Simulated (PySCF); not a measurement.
PySCF 2.14 output of a UHF calculation on a single atom or ion in cc-pVDZ-PP with ECP28MDF (4s3p2d, 23 functions), with a scalar-relativistic core potential:

```
SCF conv_tol = 1e-09
number electrons alpha = 12  beta = 10
cycle= 1 E= -238.956248101516  delta_E= -0.00272  |g|= 0.0164  |ddm|= 0.0773
cycle= 2 E= -238.956557824645  delta_E= -0.00031  |g|= 0.00561  |ddm|= 0.0273
cycle= 3 E= -238.956599256014  delta_E= -4.14e-05  |g|= 0.000206  |ddm|= 0.0157
cycle= 4 E= -238.956599313769  delta_E= -5.78e-08  |g|= 3.13e-05  |ddm|= 0.00186
cycle= 5 E= -238.956599315261  delta_E= -1.49e-09  |g|= 7.15e-06  |ddm|= 0.000298
cycle= 6 E= -238.956599315335  delta_E= -7.4e-11  |g|= 6.31e-07  |ddm|= 7.49e-05
converged SCF energy = -238.956599315335  <S^2> = 2.008833  2S+1 = 3.0058829
```

The run itself started from symmetry-adapted Hartree-Fock orbitals and held the occupation by maximum overlap, so the iterations belong to that start.

Task: Which element, charge and spin multiplicity is this?

Result: Sb⁺ (antimony, charge +1), multiplicity 3; the state was [Kr] 4d10 5s2 5p2, high-spin 3P determinant.

Energies and moments cover only the electrons outside the core potential.
